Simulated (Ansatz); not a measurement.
Ge₆Te₆, 12 atoms. Hardware: 2 threads of AMD EPYC 7R13 on a shared host and a share (18 GiB) of an NVIDIA H100 80GB HBM3.

In the def2 sets Te takes a core potential; there is no spin–orbit coupling. Correlated methods freeze 78 core orbitals; core or outer-core shells of Ge, Te are correlated, in sets that lack core-valence functions. Single mean-field runs in def2-TZVP are fitted with def2-universal-jkfit.

(1) How many basis functions does each of these Ansatz runs have, and roughly what does it cost? r2SCAN-D4/def2-TZVP, charge 0 singlet, energy, from earlier orbitals; PBE-D4/def2-SVP, charge 0 singlet, relaxation, 11 steps; PBE0-D4/def2-SVP, charge 0 singlet, energy, from earlier orbitals; PBE0-D4/def2-TZVP, charge 0 singlet, energy, from earlier orbitals; PBE-D4/def2-SVP, charge 0 singlet, energy, from earlier orbitals; MP2/def2-SVP, charge 0 singlet, energy, from earlier orbitals; RPA@PBE/def2-SVP, charge 0 singlet, energy, from earlier orbitals; PBE-D4/def2-TZVP, charge 0 singlet, energy and forces, from earlier orbitals; PBE-QIDH/def2-TZVP, charge 0 singlet, energy, from earlier orbitals.

## Answers

(1) Other jobs shared the machine, so times can vary by a factor of up to 3.

```csv
run,functions,fitting or Cholesky vectors,wall time,peak host memory (GiB)
"PBE-D4/def2-SVP, charge 0 singlet, energy, from earlier orbitals",348,4026,4 s,1.1
"r2SCAN-D4/def2-TZVP, charge 0 singlet, energy, from earlier orbitals",588,2904,4.4 s,1.1
"PBE-D4/def2-TZVP, charge 0 singlet, energy and forces, from earlier orbitals",588,2904,7 s,1.1
"PBE0-D4/def2-TZVP, charge 0 singlet, energy, from earlier orbitals",588,2904,7.5 s,1.1
"MP2/def2-SVP, charge 0 singlet, energy, from earlier orbitals",348,3893,9 s,1.1
"PBE0-D4/def2-SVP, charge 0 singlet, energy, from earlier orbitals",348,3893,9 s,1.1
"PBE-QIDH/def2-TZVP, charge 0 singlet, energy, from earlier orbitals",588,2904,9 s,3.9
"RPA@PBE/def2-SVP, charge 0 singlet, energy, from earlier orbitals",348,3893,10 s,2
"PBE-D4/def2-SVP, charge 0 singlet, relaxation, 11 steps",348,4026,35 s,1.1
```
